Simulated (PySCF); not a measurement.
# C₆ coefficients of unlike pairs at UHF

Calculated with PySCF 2.14 from the dipole response of each species, C₆(A,B) = (3/π) ∫ α_A(iu) α_B(iu) du, in atomic units, from isotropic polarisabilities. For ions this is the dispersion term alone; charge-induced terms of lower order in 1/R come first.

```
species           configuration                          basis     relativity  α (bohr³)  C₆ (like pair)
     Si       [Ne] 3s2 3p2 (3P)  aug-cc-pCVQZ-DK (10s9p7d5f3g)  spin-free X2C      38.49           316.1
    Se+  [Ar] 3d10 4s2 4p3 (4S)      aug-cc-pVTZ-DK (7s6p4d2f)  spin-free X2C      14.12           86.15
     Kr               [Kr] (1S)        aug-cc-pVDZ-DK (6s5p3d)  spin-free X2C      14.43           109.7
     Co       [Ar] 3d7 4s2 (4F)        dyall-av2z (16s12p7d2f)           none      73.56           679.3
```

(1) Estimate C₆ for Co with Kr.

No spin-orbit coupling is included.

The other pairs:

```
   pair     C₆
Co, Se+  209.8
 Co, Si  450.9
Se+, Si  156.4
Kr, Se+  96.74
 Kr, Si  170.3
```

Results:

(1) The integral gives 225.5. The combination rule 2 C_A C_B / (C_A α_B/α_A + C_B α_A/α_B) gives 215.3 and the geometric mean 273.0.
